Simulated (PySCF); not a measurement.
PySCF 2.14 output of an unrestricted wB97X calculation on a single atom or ion in aug-cc-pVTZ-PP with ECP28MDF (6s6p5d3f2g, 88 functions), with scalar relativity through the core potential:

```
SCF conv_tol = 1e-09
number electrons alpha = 7  beta = 5
    J.-D. Chai and M. Head-Gordon.,  J. Chem. Phys. 128, 084106 (2008)
cycle= 1 E= -46.740968219489  delta_E= -0.00581  |g|= 0.019  |ddm|= 0.391
cycle= 2 E= -46.7414965757067  delta_E= -0.000528  |g|= 0.00714  |ddm|= 0.0503
cycle= 3 E= -46.7415697202787  delta_E= -7.31e-05  |g|= 0.00234  |ddm|= 0.0361
cycle= 4 E= -46.7415883240852  delta_E= -1.86e-05  |g|= 0.000521  |ddm|= 0.0129
cycle= 5 E= -46.7415891236364  delta_E= -8e-07  |g|= 2.97e-05  |ddm|= 0.00368
cycle= 6 E= -46.7415891260652  delta_E= -2.43e-09  |g|= 4.94e-06  |ddm|= 0.000152
cycle= 7 E= -46.7415891261433  delta_E= -7.81e-11  |g|= 1.01e-06  |ddm|= 3.17e-05
converged SCF energy = -46.7415891261433  <S^2> = 2.001749  2S+1 = 3.0011658
```

The run itself started from symmetry-adapted Hartree-Fock orbitals and held the occupation by maximum overlap, on a logarithmic radial grid, so the iterations belong to that start.

**Question.** Which element, charge and spin multiplicity is this?

**Answer.** Zr (zirconium, neutral), multiplicity 3; the state was [Kr] 4d2 5s2, high-spin 3F determinant.

Energies and moments cover only the electrons outside the core potential.
